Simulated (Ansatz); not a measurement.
`[GeH3][Br]` + F• → `[GeH2][Br]`• + H–F  (hydrogen abstraction from a Ge–H bond)

Isolated molecules relaxed with PBE0-D4/def2-TZVP in Ansatz; ΔE leaves out vibrations. CCSD(T)/CBS is the MP2 limit (def2-TZVPP, def2-QZVPP) plus CCSD(T) − MP2 in def2-TZVPP, frozen cores. This one scheme is used for every species, atoms too. DFT in def2-TZVPP. B3LYP here is the variant with VWN-RPA as its local correlation; programs differ in this. No spin–orbit coupling; open shells (•) take unrestricted orbitals. Spin–orbit coupling would lower the free atoms: a little for F. Bonds to Br, Ge are less sure, by a few kJ/mol each and by 10 to 20 or more in all where they break to atoms, as the def2 sets lack core-valence functions. Scalar relativity is left out up to krypton.

`[GeH3][Br]`:

```xyz
5

Ge   -0.174    0.002    0.077
Br    1.939   -0.025   -0.855
H    -1.175   -0.185   -1.067
H    -0.348    1.360    0.764
H    -0.241   -1.153    1.081
```

`[GeH2][Br]`•:

Cartesian coordinates in Å:
```
Ge -0.037 0.011 -0.507
Br -0.824 -1.432 1.113
H -0.643 1.402 -0.209
H 1.505 0.020 -0.398
```

H–F:

Z-matrix (Å, degrees):
```
F
H 1 0.920
```

Is it downhill or uphill in electronic energy at CCSD(T)/CBS, and by how much? (Best estimate.)

Computed: Downhill: ΔE = -219.7 kJ/mol.

What do these levels give: LDA (SPW92), revPBE-D4, ωB97X-V, PBE-QIDH, PBE, BLYP, r2SCAN, B3LYP, HF/def2-TZVPP, MP2/def2-TZVPP, MP2/CBS(def2), CCSD/CBS(def2)? (Estimate.)

Ansatz gave: LDA (SPW92) -287.9, revPBE-D4 -232.5, ωB97X-V -205.7, PBE-QIDH -209.1, PBE -245.1, BLYP -239.1, r2SCAN -222.5, B3LYP -221.4, HF/def2-TZVPP -116.5, MP2/def2-TZVPP -234.5, MP2/CBS(def2) -246.3, CCSD/CBS(def2) -212.8 kJ/mol.

What do rigid-rotor, harmonic-oscillator terms from PBE0-D4/def2-TZVP frequencies (298.15 K, 1 bar) make of the CCSD(T)/CBS value? (Best estimate.)

Ansatz gave: ΔZPE = +0.6 kJ/mol, ΔH = -217.0 kJ/mol, ΔS = 25 J/(mol·K), ΔG = -224.3 kJ/mol. Open shells count their whole term as degenerate.

Largest T1 diagnostic among the species: 0.011.

From BLYP to BHLYP (50 % exact exchange), in def2-TZVPP and without D4, ΔE moves by +52.6 kJ/mol. At CCSD(T), def2-SVP lies +37.4 kJ/mol from the extrapolated value and def2-TZVPP +11.9 kJ/mol.
